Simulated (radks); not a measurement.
All-electron atom: the iron ion Fe4+ in [Ne] 3s2 3p5 3d4 4p1 (not the ground configuration). Calculated with a radial shooting solver on a logarithmic mesh with Libxc functionals: non-relativistic Kohn-Sham, LDA (Slater exchange, Perdew-Wang correlation), spin-polarised, spherical densities, point nucleus; open shells are filled with parallel spins first. Some entries of the table are withheld. Estimate them.

orbital,occ.,eigenvalue (Ry),<r^2> (bohr^2)
1s up,1,-514.0848,0.004706
1s down,1,-514.0346,0.004705
2s up,1,-64.77676,0.08649
2s down,1,-64.52217,0.08608
2p up,3,-56.74709,0.06903
2p down,3,-56.53129,0.06863
3s up,1,(1),0.7210
3s down,1,(2),0.7319
3p up,3,-9.59909,0.7747
3p down,2,-9.07315,0.7917
3d up,4,-5.62758,0.9136
3d down,0,-5.11728,0.9657
4p up,1,-2.95362,(3)
4p down,0,-2.72846,(4)

Answer. 
(1) 3s up eigenvalue (Ry): -11.99888
(2) 3s down eigenvalue (Ry): -11.46395
(3) 4p up <r^2> (bohr^2): 5.424
(4) 4p down <r^2> (bohr^2): 5.812
